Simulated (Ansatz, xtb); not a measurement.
# A geometry optimisation of AlH6NSiSn with r2SCAN-D4/def2-SVP

The starting geometry of this gas-phase singlet was built from a drawn formula by distance geometry and a force field; its bonds are those of `[SnH3][Al]1[NH][SiH2]1`.

```yaml
atoms:
  - { symbol: Al, position_ang: [-2.0211, 0.5188, -0.8636] }
  - { symbol: N, position_ang: [-2.0424, 1.9871, 0.3642] }
  - { symbol: Si, position_ang: [-3.3430, 0.9819, 1.0105] }
  - { symbol: Sn, position_ang: [-0.6879, -1.2099, -2.2496] }
  - { symbol: H, position_ang: [-1.2105, -1.1485, -3.9408] }
  - { symbol: H, position_ang: [-0.9122, -2.8167, -1.6455] }
  - { symbol: H, position_ang: [1.0555, -0.8489, -2.1942] }
  - { symbol: H, position_ang: [-2.5053, 2.8058, -0.1923] }
  - { symbol: H, position_ang: [-3.0391, 0.4248, 2.2866] }
  - { symbol: H, position_ang: [-4.6697, 1.5534, 0.7535] }
```

Question: Predict what it relaxes into with r2SCAN-D4/def2-SVP.

Answer: It keeps its bonds, and is `[SnH3][Al]1[NH][SiH2]1`.

The energy falls by 1.33 eV over 11 steps:

```
step  E − E(last) (eV)
   1             1.326
   2             0.738
   3             0.435
   4             0.111
   5             0.015
   7             0.004
   8             0.000
   9             0.000
  10             0.000
  11             0.000
```

Final geometry (Å):

```yaml
atoms:
  - { symbol: Al, position_ang: [-2.1137, 0.0381, -0.5335] }
  - { symbol: N, position_ang: [-2.2367, 1.7326, 0.0243] }
  - { symbol: Si, position_ang: [-3.5080, 1.0184, 1.0534] }
  - { symbol: Sn, position_ang: [-0.6238, -1.2395, -2.3101] }
  - { symbol: H, position_ang: [-1.2440, -1.0245, -3.8957] }
  - { symbol: H, position_ang: [-0.5752, -2.9265, -2.0117] }
  - { symbol: H, position_ang: [0.9952, -0.6702, -2.3132] }
  - { symbol: H, position_ang: [-1.9106, 2.6951, -0.0373] }
  - { symbol: H, position_ang: [-3.2612, 1.0896, 2.5318] }
  - { symbol: H, position_ang: [-4.8976, 1.5347, 0.8205] }
```

From the same start GFN2-xTB ends elsewhere, differing in Al1–Si3 (2.95 against 2.33 Å here), Al1–H6 (1.69 against 3.65 Å here), Al1–H7 (1.54 against 3.65 Å here), Al1–H10 (1.69 against 3.44 Å here), Si3–H10 (3.22 against 1.50 Å here), Sn4–H6 (2.42 against 1.71 Å here).

No frequencies were run, so the end isn't proven a minimum. Atoms past krypton carry core potentials, without spin–orbit terms. Run with Ansatz 0.2.0, 17 s on 2 threads of Intel(R) Xeon(R) 6975P-C (Granite Rapids), on a shared host.
